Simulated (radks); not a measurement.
Valence configurations of Si3+ (all share [Ne]). Method: scalar-relativistic Kohn-Sham, r2SCAN, spin-unpolarised, spherical densities, finite nucleus; meta-GGA in the generalised Kohn-Sham scheme; Fermi nuclear charge, rms radius 3.1224 fm; computed with a radial shooting solver on a logarithmic mesh with Libxc functionals. Energies are relative to 3s1; eigenvalues in eV.

valence      E (eV)    e(3p)    e(3s)
3s1           0.000        -  -39.276
3p1           8.903  -30.727        -
3s0.5 3p0.5   4.513  -30.519  -39.401

NIST lists [Ne] 3s1 as the ground configuration; this level of theory agrees among the configurations tried. The energies are those of spherical spin-averaged densities, not of single terms.
